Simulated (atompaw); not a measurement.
# PBE PAW (atompaw) dataset for W, scalar-relativistic all-electron reference.

tungsten, PAW, made with atompaw 4.2.0.5 (PBE, scalar-relativistic). Core [Xe] 4f14, reference 5d4 6s2 6p0. Waves: 6s (bound): rc 2.85 bohr; 6s channel at 1.65 Ry: rc 2.85 bohr; 6p (bound, empty): rc 3.00 bohr; 6p channel at 0.8 Ry: rc 3.00 bohr; 5d (bound): rc 3.00 bohr; 5d channel at 0.05 Ry: rc 3.00 bohr. Local part: bessel scheme, radius 2.75 bohr. Core correction: smooth core density matched at 2.80 bohr. Augmentation charge: sinc compensation charge, radius 2.65 bohr; PAW radius 3.00 bohr; waves and projectors: custom rrkj gramschmidtortho.

All-electron outer shells of the reference configuration (PBE, scalar-relativistic, ld1.x):

```csv
shell,level (eV),outermost node (bohr),outermost maximum (bohr)
5p,-43.20,0.57,1.09
4f,-33.21,–,0.43
6s,-5.71,1.28,2.67
5d,-4.48,0.63,1.49
6p,-1.36,1.54,3.75
```

What the tests gave:

```
Cutoffs needed                                           : 10 Ry and 15 Ry (the cutoffs (Ry, on a coarse ladder) from which the occupation-weighted sum of valence levels, in a spherical-Bessel basis at the reference potential, stays within 10 and 1 mRy of its value at 400 Ry)
Ghost test                                               : no extra level below or beside the all-electron valence levels (s, p, d, f tested) (spherical-Bessel basis up to 400 Ry, 20 bohr box)
Lowest eigenvalue of the overlap operator                : 0.54 (s channel)
Overlap eigenvalues printed by atompaw (projector basis) : 0.0116, 0.164, 0.608, 1.33, 4.95, 6.89
Share of each valence orbital outside the PAW sphere     : 6s 50 %, 6p 84 %, 5d 15 %
```

Generation and tests took about 12 s on one core of a shared server CPU.
